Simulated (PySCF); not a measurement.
# MAg for M along the halogens

PBE0 with triple-zeta basis sets in PySCF, for the lowest determinant that a PBE0 search found; no spin–orbit coupling. De refers to high-spin ground-configuration atoms. A positive dipole means M(−)Ag(+).

| M | basis | state (unpaired electrons) | Re (Å) | ωe (cm⁻¹) | De (eV) | μ (D) |
| --- | --- | --- | --- | --- | --- | --- |
| F | def2-TZVPP | singlet (closed shell) | 1.981 | 506 | 3.22 | 5.72 |
| Cl | def2-TZVPP | singlet (closed shell) | 2.285 | 337 | 3.10 | 5.60 |
| Br | x2c-TZVPPall | singlet (closed shell) | 2.409 | 243 | 2.88 | 5.36 |
| I | def2-TZVPP | singlet (closed shell) | 2.564 | 200 | 2.59 | 4.96 |

**Question.** By what factor does the harmonic wavenumber vary along the series?

**Answer.** At PBE0 it runs from 200 cm⁻¹ (AgI) to 506 cm⁻¹ (AgF), a factor of 2.53.

The rows differ in basis set, which adds steps of its own.

Down a group the atoms grow and get heavier, so bonds lengthen and wavenumbers fall; this series shows no clear exception.

Spin–orbit coupling is left out, which matters for elements this heavy, above all for dissociation energies.
